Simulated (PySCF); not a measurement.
C₈H₁₂O₂.
Cartesian coordinates in Å at the PBE0-D3(BJ)/def2-SVP level; atoms count from 1:
```
atom  x, y, z in Å
C1     2.2370    0.6527   -0.8758
C2     1.2593   -0.4748   -0.5907
C3     0.4022   -0.2565    0.6643
C4    -0.5449   -1.4430    0.8973
C5    -1.6444   -1.4989   -0.1422
O6    -1.8877   -2.4914   -0.7827
C7    -2.4301   -0.2123   -0.2976
C8    -1.5296    1.0193   -0.4445
C9    -0.3956    1.0355    0.5607
O10   -0.1312    2.0118    1.2187
H11    2.9188    0.8113   -0.0261
H12    2.8489    0.4292   -1.7620
H13    1.7226    1.6090   -1.0585
H14    1.8061   -1.4228   -0.4554
H15    0.6053   -0.6426   -1.4647
H16    1.0682   -0.1321    1.5321
H17   -0.0021   -2.3988    0.8857
H18   -1.0273   -1.3404    1.8854
H19   -3.0420   -0.1039    0.6157
H20   -3.1200   -0.3230   -1.1449
H21   -1.0741    1.0211   -1.4503
H22   -2.0934    1.9560   -0.3411
```

Definitions: NICS(0) = −σiso at the ring centroid; NICS(1) = −σiso and NICS(1)zz = −σzz at ±1 Å along the ring normal z. Level: GIAO PBE0/pcSseg-1 (PySCF, non-relativistic, gas phase) on the PBE0-D3(BJ)/def2-SVP geometry, one conformer.

Ring bond lengths (Å), with Mayer bond orders in brackets: C3–C4 1.536 (1.02), C4–C5 1.514 (0.96), C5–C7 1.516 (0.97), C7–C8 1.533 (1.02), C8–C9 1.515 (0.96), C9–C3 1.522 (0.94).

Give the NICS values of each ring in ppm.

| ring | type | NICS(0) | NICS(1), two faces | NICS(1)zz, two faces | rms pucker (Å) | centre to ring atoms, mean (Å) |
| --- | --- | --- | --- | --- | --- | --- |
| C3–C4–C5–C7–C8–C9 | 6-membered carbocycle; formal bonds all single | 2.4 | -0.2 / -0.7 | 2.6 / 2.2 | 0.21 | 1.48 |

What do they say, and how far can they be read as aromaticity?

- C3–C4–C5–C7–C8–C9: mean NICS(1)zz 2.4 ppm, near zero. C3, C4, C7, C8 have four or more neighbours; no verdict on aromaticity is drawn.

Give the inner angles of the rings and the Hirshfeld charges of the ring atoms.

- C3–C4–C5–C7–C8–C9: C3 110.0° (-0.032 e), C4 111.8° (-0.075 e), C5 114.5° (+0.168 e), C7 112.8° (-0.073 e), C8 112.6° (-0.073 e), C9 115.4° (+0.168 e); sum 677.2° against 720° for a flat convex ring.

How do the values depend on the level or the medium?

```tsv
level	NICS(0), C3–C4–C5–C7–C8–C9	mean NICS(1)zz, C3–C4–C5–C7–C8–C9
PBE0/pcSseg-1, gas	2.4	2.4
mPW1PW91/pcSseg-1, gas	2.4	2.4
PBE0/pcSseg-1, IEF-PCM acetonitrile	2.4	2.5
PBE0/pcSseg-1, IEF-PCM chloroform	2.4	2.5
```

The geometry is the same throughout; the continuum's cavity takes Bondi-type radii × 1.2.
